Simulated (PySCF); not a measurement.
Computed shifts of a molecule C3H9N, PBE0/pcSseg-1 (PySCF), GIAO, gas phase, equivalent atoms averaged, in ppm (number of nuclei): ¹³C: 47.7 (1), 28.6 (2). ¹⁵N: 60.6 (1). ¹H: 3.41 (1), 1.30 (6), 0.70 (2). References: ¹³C against TMS (σ = 186.3 ppm); ¹⁵N against NH3 (σ = 267.4 ppm); ¹H against TMS (σ = 31.56 ppm), references at their B3LYP-D3(BJ)/def2-TZVP geometries, non-relativistic. Geometry: B3LYP-D3(BJ)/def2-SVP. One conformer was computed; it need not be the lowest.

Problem. Which structure fits?
A. CCNC
B. CC(C)N
C. CCCN
D. CN(C)C

Solution. B, CC(C)N
